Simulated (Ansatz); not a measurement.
Basis sets compared for Li₄F₄. Total charge 0; singlet. Geometry PBE-D4/def2-SVP. Ansatz on 4 threads of Arm Neoverse V2 on a shared host; times are rough, and most runs start from earlier orbitals.

```xyz
8

Li   -0.816   -1.288   -1.510
Li    0.399    1.495   -1.490
Li   -0.395   -1.497    1.490
Li    0.812    1.290    1.510
F    -0.312    0.153   -2.226
F     0.901    2.066    0.015
F     0.307   -0.152    2.227
F    -0.897   -2.068   -0.016
```

The structure comes from a short search, and lower isomers may exist.

Binding counts from free atoms (Li doublet, F doublet) in the same basis, without a counterpoise term.

```csv
level,functions,energy (Eh),HOMO (eV),LUMO (eV),binding per atom (eV),wall time
HF/STO-3G,40,-422.0520,-10.91,4.03,2.87,0.2 s
HF/6-31G,72,-428.0215,-14.42,1.63,2.90,0.25 s
PBE-D4/def2-SVP,92,-429.1484,-6.99,-0.79,3.99,0.9 s
PBE-D4/def2-TZVP,180,-429.6577,-7.46,-0.85,3.86,1.1 s
r2SCAN-D4/def2-TZVP,180,-429.9417,-7.86,-0.24,3.79,2.3 s
PBE0-D4/def2-SVP,92,-429.1651,-9.01,-0.26,3.85,0.9 s
PBE0-D4/def2-TZVP,180,-429.6683,-9.42,-0.26,3.73,1.5 s
```

(1) Estimate the rows for PBE-D4/def2-TZVPD, r2SCAN-D4/def2-TZVPD, PBE0-D4/def2-TZVPD.

Answers

(1) 
```csv
level,functions,energy (Eh),HOMO (eV),LUMO (eV),binding per atom (eV),wall time
PBE-D4/def2-TZVPD,228,-429.6642,-7.50,-0.86,3.86,1.9 s
r2SCAN-D4/def2-TZVPD,228,-429.9479,-7.87,-0.25,3.80,3.7 s
PBE0-D4/def2-TZVPD,228,-429.6740,-9.45,-0.29,3.73,2.5 s
```
